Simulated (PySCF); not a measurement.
# Gold: a sound run and one with changed settings

Sound run: Au [Xe] 4f14 5d10 6s1, Au+ [Xe] 4f14 5d10. Computed with PySCF 2.14 in def2-SVP with the def2 core potential (60 electrons), with scalar relativity through the core potential. In the sound run the correlated levels freeze 5s2 5p6 outside the core potential. The sound run starts from symmetry-adapted Hartree-Fock orbitals and uses a fine grid where one is needed.

Changed run: all electrons correlated in a basis built for the valence shell.

```tsv
species	method	sound run (hartree)	changed run (hartree)	converged
Au	MP2	-135.03691	-135.11469	yes
Au+	MP2	-134.71061	-134.78180	yes
```

Ionisation energy of Au:

```tsv
method	sound run (eV)	changed run (eV)
UHF	7.693	7.693
MP2	8.879	9.058
SCS-MP2	8.728	8.854
```

A valence basis has no tight correlating functions, so it recovers only part of the core correlation, and not evenly between atom and ion.

For comparison, NIST gives 9.226 eV between the lowest levels.
